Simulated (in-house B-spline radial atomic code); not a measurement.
A run on an ion of nuclear charge 13 with 13.8 electrons that did not converge. Method: non-relativistic BP86, spin-polarised, spherical fractional occupations, point nucleus; computed with an all-electron radial atomic-structure program (B-spline basis).

Command:
```bash
python run_scf.py task.json out
```
Settings:
```
Z                13
configuration    [Ne] 3s2 3p1.8
hamiltonian      nr
method           b88,p86
spin_polarised   True
```

First and last ten iterations of the last attempt (damped for 15 steps, keeping 80 % of the old Fock matrix, then DIIS):
```
 iter        energy (Eh)    residual
    1        -241.973657    2.04e-01
    2        -242.181967    7.96e-02
    3        -242.312865    5.15e-02
    4        -242.374119    3.31e-02
    5        -242.401685    2.12e-02
    6        -242.413539    1.35e-02
    7        -242.418387    8.61e-03
    8        -242.420271    5.51e-03
    9        -242.420969    3.57e-03
   10        -242.421221    2.34e-03
  111        -242.421377    3.36e-06
  112        -242.421377    3.33e-06
  113        -242.421377    3.23e-06
  114        -242.421377    3.78e-06
  115        -242.421377    6.98e-06
  116        -242.201491    1.81e-02
  117        -242.421377    3.97e-06
  118        -242.421377    4.15e-06
  119        -242.421377    1.33e-05
  120        -242.421377    4.36e-06
 not converged after 120 iterations
```

The smallest residual met was 1.0e-06; the threshold is about 1e-07. No energy from this run should be used. The likely cause: this method binds the added charge weakly or not at all at the basis-set limit, so charge moves back and forth between the atom and the box. Run time, properties included: 0.8 s on 1 thread of Arm Neoverse V2 (shared host).
